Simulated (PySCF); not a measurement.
C2H7O2, SMILES OCC[OH2+], charge +1.

Coordinates come from a PBE0-D3(BJ)/def2-SVP optimisation. The isomer is the one that the SMILES or the coordinates give; other isomers of the formula were not compared. One conformer was computed; it need not be the lowest.

Computed with PBE/def2-TZVP (PySCF).

The molecule is in vacuum.

The total energy comes out as -230.39873 hartree. The highest occupied level is -12.86 eV and the lowest empty level comes out as -6.04 eV. The orbital gap is 6.83 eV and the dipole moment about the centre of nuclear charge comes out as 1.04 D. The mean static polarisability is 32.3 bohr³ (4.78 Å³) and the polarisability, principal values is 27.4, 32.7, 36.7 bohr³.
